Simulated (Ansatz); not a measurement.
Reaction (substitution at a C–Si bond): `[SiH3]C1=C[SiH2]1` + H–F → `FC1=C[SiH2]1` + SiH₄

Computed with Ansatz on PBE0-D4/def2-TZVP structures; ΔE is electronic, products minus reactants. CBS: MP2 limit from def2 TZ/QZ plus the TZ coupled-cluster correction, frozen cores. This one scheme is used for every species. Functionals use def2-TZVPP.

Q: Is it downhill or uphill in electronic energy at CCSD(T)/CBS, and by how much? (Estimate.)

A: Ansatz gave: Uphill: ΔE = +25.6 kcal/mol.

Q: What do these levels give: BLYP-D4, PBE0-D4, CAM-B3LYP-D4, PBE0, CAM-B3LYP, HF/def2-SVP, MP2/def2-SVP, CCSD(T)/def2-SVP, HF/def2-TZVPP, MP2/def2-TZVPP, CCSD(T)/def2-TZVPP, CCSD/CBS(def2)? (An estimate is asked.)

A: Computed: BLYP-D4 20.0, PBE0-D4 22.0, CAM-B3LYP-D4 20.2, PBE0 20.7, CAM-B3LYP 18.8, HF/def2-SVP 17.8, MP2/def2-SVP 21.2, CCSD(T)/def2-SVP 18.7, HF/def2-TZVPP 19.8, MP2/def2-TZVPP 26.7, CCSD(T)/def2-TZVPP 23.8, CCSD/CBS(def2) 25.3 kcal/mol.

Largest T1 diagnostic among the species: 0.014.

The D4 term adds +2.3 kcal/mol with B3LYP and +1.3 kcal/mol with PBE0; it sums over pairs of atoms, weighted by their polarisabilities, and B3LYP, whose exchange is more repulsive, gets the larger term. From BLYP to BHLYP (50 % exact exchange), in def2-TZVPP and without D4, ΔE moves by +3.0 kcal/mol. Leaving LDA and LC-ωPBE aside and taking each functional with its dispersion term where it has one, the values, not all of them listed here, spread over 4.0 kcal/mol, from B97M-V to PBE-QIDH.

B3LYP here is the variant with VWN-RPA as its local correlation; programs differ in this.
